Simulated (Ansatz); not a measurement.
Computed with Ansatz on PBE0-D4/def2-TZVP structures; ΔE is electronic, products minus reactants. CCSD(T)/CBS is the MP2 limit (def2-TZVPP, def2-QZVPP) plus CCSD(T) − MP2 in def2-TZVPP, frozen cores. This one scheme is used for every species. DFT in def2-TZVPP. HSE06 is defined as in plane-wave codes. For Ga outer-core shells are correlated without core-valence functions, which leaves a few kJ/mol of doubt a bond. Scalar relativity is left out up to krypton. One conformer a species, not always the lowest.

Consider the ligand exchange at a Ga–O bond: `[OH][GaH][OH]` + H₂S → `[OH][GaH][SH]` + H₂O.

`[OH][GaH][OH]`:

Z-matrix (Å, degrees):
```
Ga
O 1 1.777
O 1 1.786 2 112.5
H 1 1.547 2 121.7 3 180.0
H 2 0.960 1 112.6 3 0.0
H 3 0.959 1 114.9 2 -180.0
```

H₂S:

Z-matrix (Å, degrees):
```
S
H 1 1.341
H 1 1.341 2 92.3
```

`[OH][GaH][SH]`:

```xyz
6

O    -0.049    0.971    1.012
Ga    0.478   -0.045   -0.358
S    -1.008   -1.553   -0.910
H     0.587    1.639    1.274
H     1.848    0.136   -1.070
H    -1.855   -1.148    0.053
```

H₂O:

```xyz
3

O     0.217    0.320   -0.043
H     0.327   -0.524   -0.486
H    -0.544    0.204    0.529
```

CCSD(T)/CBS gives -7.7 kcal/mol.

Task: Another level gave -7.8 kcal/mol. Which?
A. SCS-MP2/def2-TZVPP
B. LDA (SPW92)/def2-TZVPP
C. MP2/def2-TZVPP
D. HSE06-D4/def2-TZVPP

Result: B. LDA (SPW92) -7.8, MP2/def2-TZVPP -6.8, SCS-MP2/def2-TZVPP -5.7, HSE06-D4 -9.0 kcal/mol.

Task: What do rigid-rotor, harmonic-oscillator terms from PBE0-D4/def2-TZVP frequencies (298.15 K, 1 bar) make of the CCSD(T)/CBS value? (An estimate is asked.)

Result: Ansatz gave: ΔZPE = +1.3 kcal/mol, ΔH = -6.1 kcal/mol, ΔS = -2 J/(mol·K), ΔG = -6.0 kcal/mol.

Largest T1 diagnostic among the species: 0.015.

From BLYP to BHLYP (50 % exact exchange), in def2-TZVPP and without D4, ΔE moves by −1.1 kcal/mol. Leaving LDA and LC-ωPBE aside and taking each functional with its dispersion term where it has one, the values, not all of them listed here, spread over 3.2 kcal/mol, from HSE06-D4 to CAM-B3LYP-D4. The D4 term adds −0.9 kcal/mol with B3LYP and −0.5 kcal/mol with PBE0; it sums over pairs of atoms, weighted by their polarisabilities, and B3LYP, whose exchange is more repulsive, gets the larger term.

B3LYP here is the variant with VWN-RPA as its local correlation; programs differ in this.
